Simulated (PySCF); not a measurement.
# MO for M along the fifth-period p block

PBE0 with triple-zeta basis sets in PySCF, for the lowest determinant that a PBE0 search found; no spin–orbit coupling. De refers to high-spin ground-configuration atoms. A positive dipole means M(−)O(+).

```csv
M,basis,state (unpaired electrons),Re (Å),ωe (cm⁻¹),De (eV),μ (D)
Sn,def2-TZVPP,singlet (closed shell),1.818,873,5.34,-4.24
Sb,def2-TZVPP,doublet (π ↑),1.805,881,3.90,-3.53
Te,def2-TZVPP,triplet (π ↑↑),1.811,852,4.02,-2.96
I,def2-TZVPP,doublet (π ↑),1.867,697,2.49,-2.36
```

The shortest bond is that of SbO (1.805 Å), the longest that of IO (1.867 Å). SnO is bound most strongly (5.34 eV) and IO least (2.49 eV).

The state changes along the series, so neighbouring rows are not always alike in their bonding.

Spin–orbit coupling is left out, which matters for elements this heavy, above all for dissociation energies. States were picked by a PBE0 search and need not be the measured ground states.
